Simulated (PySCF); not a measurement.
**I (iodine, neutral) across methods**

[Kr] 4d10 5s1 5p5 6s1, high-spin 4P determinant (an excited configuration). All numbers are calculated (PySCF 2.14, a scalar-relativistic core potential, in aug-cc-pV5Z-PP with ECP28MDF (8s8p6d4f3g2h, 139 functions)). The B2PLYP total includes its PT2 part (frozen core); its orbital energies are those of the SCF part.

```csv
method,E (hartree),mean ε 5p α (eV),mean ε 5p β (eV),mean ε 6s α (eV),Σ⟨r²⟩ (bohr²),⟨S²⟩
PBE,-295.0218,-11.516,-10.050,-2.096,84.66,3.753
B3LYP,-295.1189,-12.522,-10.826,-2.389,85.01,3.753
BHandHLYP,-294.9631,-14.054,-11.696,-2.714,85.84,3.756
UHF,-293.99079,-16.400,-12.382,-3.306,88.33,3.765
r2SCAN,-295.1431,-12.138,-10.289,-2.144,85.73,3.758
LDA,-294.6075,-11.595,-10.238,-2.222,84.05,3.752
B2PLYP,-294.7309,-14.089,-11.533,-2.723,86.29,3.757
PBE0,-295.0340,-12.940,-10.942,-2.498,85.27,3.754
```

Energies and moments cover only the electrons outside the core potential. The outer electron is Rydberg-like, and this basis confines it to a smaller radius and binds it less than a complete one would.
